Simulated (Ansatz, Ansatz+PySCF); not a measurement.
```xyz
6

C     0.0000    0.0000   -0.6653
C     0.0000    0.0000    3.3266
H     0.0000   -0.9311   -1.2403
H     0.0000    0.9311   -1.2403
H     0.0000   -0.9311    3.9016
H     0.0000    0.9311    3.9016
```

Basis set: cc-pVDZ (spherical functions). Correlated methods keep 2 orbitals frozen. Charge 0, multiplicity 1.

Computed with Ansatz (development build ahead of 0.2.0); each method stands on the lowest determinant of its kind that the runs found. Restricted open shells among the atoms or ions are ROHF, correlated in semicanonical orbitals with singles. Restricted functionals stand beside restricted open-shell atoms, which can lie above the unrestricted atoms usual in DFT and then raise those values.

(1) Give the atomization energy at this shape (free ground-state atoms in the same class of orbitals less the molecule, no zero-point energy) of singlet C₂H₄ in separate pieces by ωB97X (unrestricted), r²SCAN (unrestricted), ωB97X (restricted), PBE0 (unrestricted), r²SCAN (restricted), PBE (unrestricted), PBE0 (restricted), PBE (restricted), UHF-CCSDT(Q), UHF-CCSD(T), UHF-MP2, RHF-CCSD(T), RHF-MP2, UHF, RHF.

Results:

(1)

```tsv
method	atomization energy
ωB97X (unrestricted)	15.88 eV
r²SCAN (unrestricted)	16.54 eV
ωB97X (restricted)	14.79 eV
PBE0 (unrestricted)	16.26 eV
r²SCAN (restricted)	14.44 eV
PBE (unrestricted)	16.32 eV
PBE0 (restricted)	14.53 eV
PBE (restricted)	14.67 eV
UHF-CCSDT(Q)	15.19 eV
UHF-CCSD(T)	15.19 eV
UHF-MP2	15.20 eV
RHF-CCSD(T)	13.89 eV
RHF-MP2	13.40 eV
UHF	12.94 eV
RHF	10.47 eV
```

Caution for ωB97X (unrestricted), PBE0 (unrestricted), UHF-CCSDT(Q), UHF-CCSD(T), UHF-MP2, UHF: the determinant breaks the point group; the unrestricted determinant is a mixture of spin states. Caution for r²SCAN (unrestricted), PBE (unrestricted): the unrestricted determinant is spin contaminated. Caution for ωB97X (restricted), r²SCAN (restricted), PBE0 (restricted), PBE (restricted), RHF-CCSD(T), RHF-MP2, RHF: an unrestricted determinant lies well below. Caution for UHF-CCSDT(Q), UHF-CCSD(T), UHF-MP2, RHF-CCSD(T), RHF-MP2: bonds are stretched, where a single reference can fail.
